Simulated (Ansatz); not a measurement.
Cost and result up the ladder for the cluster Li3Br4 (7 atoms). Total charge 0; doublet. Geometry: r2SCAN-D4/def2-SVP.

| atom | x (Å) | y (Å) | z (Å) |
| --- | --- | --- | --- |
| Li1 | -0.7351 | -0.8415 | 1.2692 |
| Li2 | -0.2875 | 2.0072 | -0.1490 |
| Li3 | 0.0053 | -0.9327 | -1.4114 |
| Br4 | 0.2135 | -2.7025 | 0.1504 |
| Br5 | 1.8054 | 0.9785 | -1.0694 |
| Br6 | 1.0143 | 1.0782 | 1.7827 |
| Br7 | -2.0158 | 0.4128 | -0.5727 |

Ansatz on 4 threads of Arm Neoverse V1 on a shared host. Times are rough, and most runs start from the orbitals of an earlier one. PBE0-D4/def2-TZVP serves as the yardstick here, not as an exact answer. Differences are given only for rows in sets of like size (and for xTB, whose basis is part of the method), since another set adds its own error. Binding counts from free atoms at the same level (Li doublet, Br doublet; other spins of the atoms weren't run), without zero-point energy or a counterpoise term.

LC-ωPBE has ω = 0.4 bohr⁻¹. Correlated methods freeze 36 core orbitals; core or outer-core shells of Li, Br are correlated, in sets that lack core-valence functions. HOMO above LUMO, or a gap near zero within one spin, warns that the state may not be the lowest or that an electron is smeared out. In the doublet, Br5 and Br6 lie 2.96 Å apart (atoms count from 1), so these atoms are partly bonded to each other. Another isomer (doublet) lies 0.08 eV lower at PBE0-D4/def2-TZVP; other spin states weren't run for this one.

Run but left out: PBE-D4/def2-SVP (an occupied level 0.00 eV above an empty one).

Correlated methods converge slowly with the basis.

```tsv
level	functions	binding energy per atom (eV)	difference from PBE0-D4/def2-TZVP (eV)	remarks
PBE0-D4/def2-SVP	155	2.57	–	–
PBE0-D4/def2-TZVP	234	2.49	0.00	–
PBE-D4/def2-TZVP (with forces)	234	2.52	0.03	gap within one spin near zero
r2SCAN-D4/def2-TZVP	234	2.55	0.06	–
RPA@PBE/def2-TZVP	234	2.16	-0.33	–
LC-ωPBE/def2-TZVP	234	2.40	-0.09	–
MP2/def2-TZVP	234	2.45	-0.04	–
```

Problem. Estimate how long each takes.

Solution. PBE0-D4/def2-SVP 10 s; LC-ωPBE/def2-TZVP 16 s; MP2/def2-TZVP 20 s; PBE0-D4/def2-TZVP 22 s; r2SCAN-D4/def2-TZVP 25 s; PBE-D4/def2-TZVP (with forces) 27 s; RPA@PBE/def2-TZVP 53 s. On shared hardware such times vary by a factor of up to 3.
